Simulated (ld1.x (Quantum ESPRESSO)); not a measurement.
Configuration tests for Sn (TM)

tin, norm-conserving Troullier–Martins (Kleinman–Bylander form), made with ld1.x (Quantum ESPRESSO) 7.5 (LDA (PZ), scalar-relativistic). Core [Kr], reference 4d10 5s2 5p2. Waves: 5p (bound): rc 2.55 bohr; 4d (bound): rc 1.75 bohr; 5s (bound): rc 2.15 bohr. Local part: the s channel. Core correction: none.

Energies are relative to the spin-unpolarised reference configuration 4d10 5s2 5p2; without spin polarisation the order of configurations can differ from experiment. Spin-polarised rows fill each open shell by Hund’s rule, majority spin first.

```
        valence configuration  charge  ΔE all-electron (eV)  error AE − PS (meV)
                 4d10 5s2 5p1      +1                 7.098                 -0.9
                 4d10 5s2 5p0      +2                21.362                 -1.9
                 4d10 5s0 5p0      +4                94.372                  +30
                  4d9 5s2 5p3       0                24.348                 -273
               4d10 5s2 5p2.3    -0.3                -0.899                 +0.3
               4d10 5s2 5p1.5    +0.5                 2.716                 -0.5
4d10 5s2 5p2 (spin-polarised)       0                -0.475                 +6.4
4d10 5s2 5p1 (spin-polarised)      +1                 6.945                 +1.5
```

(1) What are ΔE and the potential's error for 4d10 5s1 5p0?

Levels in the configuration 4d10 5s2 5p1 (spin-polarised):

| level | all-electron (eV) | pseudo (eV) |
| --- | --- | --- |
| 4d up | -33.953 | -33.913 |
| 5s up | -18.414 | -18.416 |
| 5p up | -10.793 | -10.795 |
| 4d down | -33.845 | -33.795 |
| 5s down | -17.834 | -17.819 |

Results:

(1) ΔE = 52.813 eV all-electron; the error (AE − PS) is +9.5 meV.
